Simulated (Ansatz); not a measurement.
Species: sum formula GeOCl, net charge 0, doublet state. It need not be the lowest isomer of its formula. 
Coordinates optimised at B3LYP-D3(BJ)/def2-TZVP (Ansatz, a quantum-chemistry and plane-wave program):
```
Ge
O 1 1.6769
Cl 1 2.1954 2 117.59
```
Charge 0, spin multiplicity 2.

Wanted: vertical electron affinity (to the singlet state of charge -1; a negative value means that the extra electron is unbound and the number depends on the basis; each state is the SCF solution reached for its spin; for the doublet T1 is 0.092), in eV. Correlated levels leave the core frozen unless marked. UHF or UKS for open shells. No spin-orbit coupling. Frozen are the shells of the preceding noble gas and the d and f shells that filled before the atom's block. Non-relativistic. Anions need diffuse functions: def2-D sets add few. CBS marks a two-point X^-3 extrapolation of the correlation energy; Hartree-Fock from the larger set. [CCSD(T)-MP2]/basis is that difference in the basis named.

```json
[
 {"level": "HF/def2-SVPD", "program": "Ansatz", "vertical electron affinity (eV)": "2.02"},
 {"level": "HF/def2-TZVPPD", "program": "Ansatz", "vertical electron affinity (eV)": "1.87"}
]
```

Q: What does RI-MP2/CBS(def2-TZVPPD,def2-QZVPPD)+[CCSD(T)-MP2]/def2-TZVPPD (Ansatz) give?

A: 3.31 eV, so HF/def2-TZVPPD differs from it by -1.44 eV.
